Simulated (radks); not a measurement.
The numbers below are computed, except where a source is named.
The nuclear charge of the phosphorus ion P+ is varied continuously with 14 electrons held in [Ne] 3s2 3p2. Level of theory: scalar-relativistic Kohn-Sham, r2SCAN, spin-polarised, spherical densities, finite nucleus; open shells are filled with parallel spins first; meta-GGA in the generalised Kohn-Sham scheme; Fermi nuclear charge, rms radius 3.1889 fm (a radial shooting solver on a logarithmic mesh with Libxc functionals). By the Hellmann-Feynman theorem dE/dZ = E(electron-nucleus)/Z, the electronic potential at the nucleus (averaged over a nucleus of fixed radius). The scalar-relativistic energy here is not variational (the density holds large components alone), so the two differ by a part that grows with Z.

| Z | E (hartree) | E(electron-nucleus)/Z (hartree) | HOMO | e(HOMO) (eV) | <r> HOMO (bohr) |
|---|---|---|---|---|---|
| 14 | -289.98053 | -49.4431 | 3p | -4.836 | 2.725 |
| 14.1 | -294.94860 | -49.8986 | 3p | -5.711 | 2.642 |
| 14.2 | -299.96222 | -50.3537 | 3p | -6.627 | 2.566 |
| 14.3 | -305.02138 | -50.8086 | 3p | -7.582 | 2.495 |
| 14.4 | -310.12603 | -51.2632 | 3p | -8.576 | 2.429 |
| 14.5 | -315.27617 | -51.7176 | 3p | -9.608 | 2.367 |
| 14.6 | -320.47176 | -52.1718 | 3p | -10.678 | 2.310 |
| 14.7 | -325.71280 | -52.6259 | 3p | -11.784 | 2.255 |
| 14.8 | -330.99927 | -53.0798 | 3p | -12.927 | 2.204 |
| 14.9 | -336.33115 | -53.5335 | 3p | -14.106 | 2.156 |
| 15 | -341.70843 | -53.9872 | 3p | -15.320 | 2.110 |
| 15.1 | -347.13111 | -54.4407 | 3p | -16.571 | 2.066 |
| 15.2 | -352.59917 | -54.8942 | 3p | -17.856 | 2.025 |
| 15.3 | -358.11261 | -55.3476 | 3p | -19.176 | 1.985 |
| 15.4 | -363.67141 | -55.8009 | 3p | -20.531 | 1.948 |
| 15.5 | -369.27558 | -56.2541 | 3p | -21.920 | 1.912 |
| 15.6 | -374.92511 | -56.7073 | 3p | -23.343 | 1.877 |
| 15.7 | -380.61999 | -57.1605 | 3p | -24.801 | 1.844 |
| 15.8 | -386.36022 | -57.6136 | 3p | -26.292 | 1.812 |
| 15.9 | -392.14580 | -58.0667 | 3p | -27.817 | 1.782 |
| 16 | -397.97673 | -58.5198 | 3p | -29.375 | 1.752 |

The central difference of E at Z = 15 is -54.000 hartree, to compare with the third column; the second derivative is -4.54 hartree.
